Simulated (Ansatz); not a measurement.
This geometry of CH6SbSi (9 atoms, charge 1, multiplicity 1) is a first-order saddle point.

Level of theory: RHF/def2-SVP in Ansatz.

```xyz
9
Properties=species:S:1:pos:R:3
Si -0.569 1.315 -0.938
C -0.054 -0.367 -0.110
Sb 0.777 -0.785 1.967
H -1.724 1.030 -1.800
H 0.692 1.551 -1.675
H -0.819 2.287 0.132
H -0.108 -1.245 -0.758
H 2.031 -1.629 1.193
H -0.225 -2.156 1.988
```

Which two structures does it join? (They come from a converged band through this point; their orientation in space is the band's.)

No bond is made or broken. The dihedral Si1–C2–Sb3–H8 goes from 143 to -43°. The two ends are copies of one structure, up to a mirror image or an exchange of like atoms.

Initial state:

```xyz
9
Properties=species:S:1:pos:R:3
Si -0.634 1.177 -0.849
C 0.466 -0.349 -0.338
Sb 1.147 -0.960 1.590
H -1.787 0.478 -1.446
H 0.177 1.929 -1.819
H -0.954 1.921 0.375
H 0.907 -0.899 -1.172
H 0.999 -2.611 1.291
H -0.322 -0.687 2.368
```

Final state:

```xyz
9
Properties=species:S:1:pos:R:3
Si -0.661 1.158 -0.850
C 0.109 -0.563 -0.360
Sb 0.168 -1.541 1.536
H -1.618 0.865 -1.927
H 0.554 1.862 -1.301
H -1.267 1.730 0.359
H 0.449 -1.173 -1.200
H 0.555 -0.156 2.411
H 1.712 -2.181 1.332
```

How far does it lie above each of them?

7.5 kcal/mol above the first and 7.5 kcal/mol above the second. This is the barrier of this one path; another mechanism may lie lower. Limits of this set-up: the dipole of an ion depends on the origin.

The run took 6 min on 1 thread of Arm Neoverse V1 (shared host), peak memory 0.19 GiB.
